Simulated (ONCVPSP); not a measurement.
**u(r) = r·R(r): atom against pseudo-atom (S (Z = 16))**

Columns: radius, all-electron u(r) and pseudo u(r) of the 3s shell (level -17.26 eV) of sulfur in the configuration [Ne] 3s2 3p4; PBE, scalar-relativistic, ONCV scheme, ONCVPSP 4.0.1.

```
r (bohr)  all-electron  pseudo
   0.060        0.2104  0.0175
   0.120        0.0335  0.0361
   0.180       -0.1835  0.0568
   0.240       -0.3351  0.0802
   0.300       -0.4017  0.1068
   0.360       -0.3955  0.1371
   0.420       -0.3354  0.1716
   0.480       -0.2399  0.2107
   0.540       -0.1245  0.2542
   0.600       -0.0005  0.3017
   0.660        0.1237  0.3523
   0.720        0.2426  0.4053
   0.780        0.3524  0.4601
   0.840        0.4512  0.5161
   0.900        0.5381  0.5727
   0.960        0.6128  0.6284
   1.020        0.6757  0.6811
   1.080        0.7273  0.7285
   1.140        0.7683  0.7684
   1.200        0.7992  0.7992
   1.260        0.8210  0.8210
   1.320        0.8348  0.8347
   1.380        0.8413  0.8413
   1.440        0.8415  0.8415
   1.500        0.8364  0.8363
   1.560        0.8265  0.8265
```

How many radial nodes do the two functions have?

The all-electron 3s function has n − l − 1 = 2; the pseudo-wave has 0, since the states of the same l below it are removed with the core.

At about which radius was the pseudo-wave matched?

1.20 bohr, where the columns begin to agree (steps of 0.06 bohr).

Is the pseudo-wave norm-conserving?

Yes: the ONCV scheme keeps the norm inside the radius equal to the all-electron one, which fixes the energy derivative of the logarithmic derivative at the level.
